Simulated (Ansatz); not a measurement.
Molecule: C$_{3}$H$_{8}$FSi (charge 0, doublet). It need not be the lowest isomer of its formula. 
Coordinates optimised at B3LYP-D3(BJ)/def2-TZVP (Ansatz, a first-principles code):
SMILES: [CH2][Si](C)(C)F
```xyz
13

Si    -0.0338    -0.0255    -0.0186
F      0.0899    -0.3254    -1.6024
C     -1.5700    -0.8510     0.5649
C      1.4852    -0.7261     0.8093
C     -0.1181     1.8257     0.2032
H     -2.2106    -1.4323    -0.0890
H     -1.9094    -0.7975     1.5942
H      1.5773    -1.7974     0.6231
H      1.4378    -0.5756     1.8906
H      2.3886    -0.2353     0.4402
H     -0.2326     2.0815     1.2594
H     -0.9648     2.2500    -0.3389
H      0.7952     2.3014    -0.1614
```
Charge 0, spin multiplicity 2.

Computed values are from Ansatz. Cores are frozen in the correlated levels unless marked. UHF or UKS for open shells. No spin-orbit coupling. No relativistic terms. CBS(X,Y): correlation extrapolated as X^-3; Hartree-Fock from the larger set.

**Question.** What is the T1 diagnostic at CCSD/cc-pV(Q+d)Z?

**Answer.** 0.011.

**Question.** What is the atomisation energy De at CCSD(T)/CBS(cc-pV(T+d)Z,cc-pV(Q+d)Z)?

**Answer.** 4992.3 kJ/mol.

**Question.** What is the total energy at CCSD(T)/CBS(cc-pV(T+d)Z,cc-pV(Q+d)Z)?

**Answer.** -507.8751 Eh.

**Question.** What is the dipole moment at CCSD(T)/aug-cc-pV(D+d)Z?

**Answer.** 1.81 D.
